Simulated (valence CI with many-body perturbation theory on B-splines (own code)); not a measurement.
**Forbidden lines of Pt⁷³⁺**

Method: relativistic CI+MBPT: three valence electrons over a frozen Dirac-Fock core [He], radial functions for each j: 11 s, 11 p, 10 d, 8 f, 5 g, 2 h, with the one-electron correlation potential Σ1, the two-electron term Σ2, the three-electron term Σ3, Breit, model QED; selected CI, second order for the rest, scaled by the run's own slope (own B-spline code, finite nucleus).

The last digits are not significant, and no measured levels were compared; by estimate large intervals hold to a few tenths of a per cent, small ones and those within an open d or f shell to about a per cent.

Lines 1 to 49 of 49 in falling wavelength, among levels below 1300.8 Ry, chosen from the decays that carry over 1 % of a level's rate. Wavelengths and rates use the calculated energies. Electric multipoles are in the length gauge, E1 and E2 with the static RPA response of the core. S is in atomic units (e²a₀⁴ for E2 and M2, e²a₀⁶ for E3), for M1 in squared Bohr magnetons. Weak lines are less certain than strong ones. Lines between different terms over intervals too small for the method are left out, as are lines whose strength nearly cancels. The highest levels of a list are the least certain.

Levels are named by their leading jj configuration (3d3/2^4 stands for four electrons in 3d with j = 3/2), which in mixed levels can hold well under half, so a name can repeat and another be missing. Letters in brackets count levels of one name in rising energy.

```tsv
λ vac (nm)	Upper	Lower	Type	A (s⁻¹)	S (a.u.)
0.6979	(2s 2p1/2 2p3/2) J=3/2 [a]	(2s 2p1/2^2) J=1/2	M1	3.14e+10	1.58e+00
0.6818	(2s 2p1/2 2p3/2) J=5/2	(2s 2p1/2^2) J=1/2	E2	2.37e+08	1.87e-05
0.6804	(2s 2p3/2 3d5/2) J=9/2	(2s 2p1/2 3d5/2) J=7/2	M1	2.88e+10	3.37e+00
0.6652	(2s^2 2p3/2) J=3/2	(2s^2 2p1/2) J=1/2	M1	2.86e+10	1.25e+00
0.1210	(2s 2p1/2 3p1/2) J=1/2 [a]	(2s 2p1/2 2p3/2) J=3/2 [a]	E2	3.33e+12	1.54e-05
0.1207	(2s^2 3p1/2) J=1/2	(2s^2 2p3/2) J=3/2	E2	4.22e+12	1.93e-05
0.1163	(2s 2p3/2 3p3/2) J=7/2	(2s 2p3/2^2) J=3/2	E2	1.43e+11	2.18e-06
0.1150	(2s 2p3/2 3p3/2) J=7/2	(2s 2p3/2^2) J=5/2	E2	1.48e+12	2.13e-05
0.1148	(2s 2p3/2 3p3/2) J=1/2 [b]	(2s 2p3/2^2) J=3/2	E2	2.59e+12	9.23e-06
0.1146	(2s^2 3p3/2) J=3/2	(2s^2 2p3/2) J=3/2	E2	2.13e+12	1.50e-05
0.1136	(2s 2p3/2 3p3/2) J=1/2 [b]	(2s 2p3/2^2) J=5/2	E2	8.17e+11	2.76e-06
0.1129	(2s 2p3/2 3d5/2) J=9/2	(2s 2p3/2^2) J=5/2	M2	1.31e+11	2.14e-06
0.1129	(2s 2p3/2 3d5/2) J=9/2	(2s 2p3/2^2) J=5/2	E3	8.16e+09	6.05e-07
0.09822	(2s 2p3/2 3p3/2) J=7/2	(2s 2p1/2 2p3/2) J=5/2	E2	1.06e+12	6.94e-06
0.09790	(2s 2p3/2 3p3/2) J=7/2	(2s 2p1/2 2p3/2) J=3/2 [a]	E2	1.75e+12	1.12e-05
0.09783	(2s 2p3/2 3p3/2) J=1/2 [b]	(2s 2p1/2 2p3/2) J=3/2 [b]	E2	2.44e+12	3.91e-06
0.09775	(2s^2 3p3/2) J=3/2	(2s^2 2p1/2) J=1/2	E2	2.67e+12	8.52e-06
0.09668	(2s 2p3/2 3d5/2) J=9/2	(2s 2p1/2 2p3/2) J=5/2	M2	5.60e+10	4.22e-07
0.09668	(2s 2p3/2 3d5/2) J=9/2	(2s 2p1/2 2p3/2) J=5/2	E3	7.96e+09	2.00e-07
0.09636	(2s 2p3/2 3d5/2) J=9/2	(2s 2p1/2 2p3/2) J=3/2 [a]	E3	1.63e+10	4.01e-07
0.09599	(2p1/2 2p3/2 3d3/2) J=5/2 [a]	(2s 2p1/2 2p3/2) J=1/2	E2	4.49e+12	1.96e-05
0.09588	(2p1/2 2p3/2 3d3/2) J=7/2	(2s 2p1/2 2p3/2) J=3/2 [b]	E2	6.70e+12	3.88e-05
0.09564	(2s 2p1/2 3d3/2) J=5/2	(2s^2 2p1/2) J=1/2	E2	9.21e+12	3.95e-05
0.09550	(2p1/2^2 3d3/2) J=3/2	(2s 2p1/2^2) J=1/2	E2	1.42e+13	4.04e-05
0.09541	(2p1/2 2p3/2 3d3/2) J=5/2 [a]	(2s 2p1/2 2p3/2) J=5/2	E2	3.01e+12	1.28e-05
0.09529	(2p1/2 2p3/2 3d3/2) J=7/2	(2s 2p1/2 2p3/2) J=5/2	E2	6.26e+12	3.51e-05
0.09511	(2p1/2 2p3/2 3d3/2) J=3/2 [a]	(2s 2p1/2 2p3/2) J=3/2 [a]	E2	1.00e+13	2.79e-05
0.09510	(2p1/2 2p3/2 3d3/2) J=5/2 [a]	(2s 2p1/2 2p3/2) J=3/2 [a]	E2	6.31e+12	2.63e-05
0.09505	(2p1/2 2p3/2 3d3/2) J=1/2 [a]	(2s 2p1/2 2p3/2) J=3/2 [a]	E2	1.30e+13	1.80e-05
0.09498	(2p1/2 2p3/2 3d3/2) J=7/2	(2s 2p1/2 2p3/2) J=3/2 [a]	E2	1.35e+12	7.44e-06
0.09489	(2p3/2^2 3d5/2) J=7/2	(2s 2p3/2^2) J=3/2	E2	5.56e+12	3.06e-05
0.09476	(2p3/2^2 3d5/2) J=1/2	(2s 2p3/2^2) J=3/2	E2	1.34e+13	1.83e-05
0.09449	(2s 2p3/2 3d5/2) J=3/2 [a]	(2s^2 2p3/2) J=3/2	E2	2.21e+13	5.94e-05
0.09427	(2p1/2 2p3/2 3d5/2) J=9/2	(2s 2p1/2 2p3/2) J=5/2	E2	1.51e+13	1.00e-04
0.09410	(2p1/2 2p3/2 3d5/2) J=7/2 [a]	(2s 2p1/2 2p3/2) J=3/2 [a]	E2	1.36e+13	7.16e-05
0.09406	(2s 2p3/2 3d5/2) J=7/2 [b]	(2s^2 2p3/2) J=3/2	E2	7.81e+12	4.11e-05
0.09404	(2p3/2^2 3d5/2) J=7/2	(2s 2p3/2^2) J=5/2	E2	9.45e+12	4.96e-05
0.09404	(2p3/2^2 3d5/2) J=9/2	(2s 2p3/2^2) J=5/2	E2	1.53e+13	1.00e-04
0.08480	(2p1/2^2 4f7/2) J=7/2	(2p1/2^2 2p3/2) J=3/2	E2	9.53e+12	2.99e-05
0.08479	(2s 2p1/2 4f7/2) J=7/2 [b]	(2s 2p1/2 2p3/2) J=3/2 [b]	E2	5.58e+12	1.75e-05
0.08478	(2s 2p1/2 4f7/2) J=5/2	(2s 2p1/2 2p3/2) J=1/2	E2	6.56e+12	1.54e-05
0.08433	(2s 2p1/2 4f7/2) J=9/2	(2s 2p1/2 2p3/2) J=5/2	E2	9.34e+12	3.55e-05
0.08429	(2s 2p1/2 4f7/2) J=7/2 [a]	(2s 2p1/2 2p3/2) J=3/2 [a]	E2	7.04e+12	2.14e-05
0.08417	(2s^2 4f7/2) J=7/2	(2s^2 2p3/2) J=3/2	E2	9.42e+12	2.84e-05
0.07562	(2s 2p1/2 4p3/2) J=5/2	(2s 2p1/2^2) J=1/2	E2	9.06e+11	1.20e-06
0.07530	(2s^2 4p3/2) J=3/2	(2s^2 2p1/2) J=1/2	E2	1.08e+12	9.37e-07
0.07518	(2s 2p1/2 4f5/2) J=5/2 [b]	(2s 2p1/2^2) J=1/2	E2	5.36e+12	6.89e-06
0.07517	(2s 2p1/2 4f5/2) J=3/2	(2s 2p1/2^2) J=1/2	E2	9.30e+12	7.97e-06
0.07485	(2s^2 4f5/2) J=5/2	(2s^2 2p1/2) J=1/2	E2	7.35e+12	9.25e-06
```
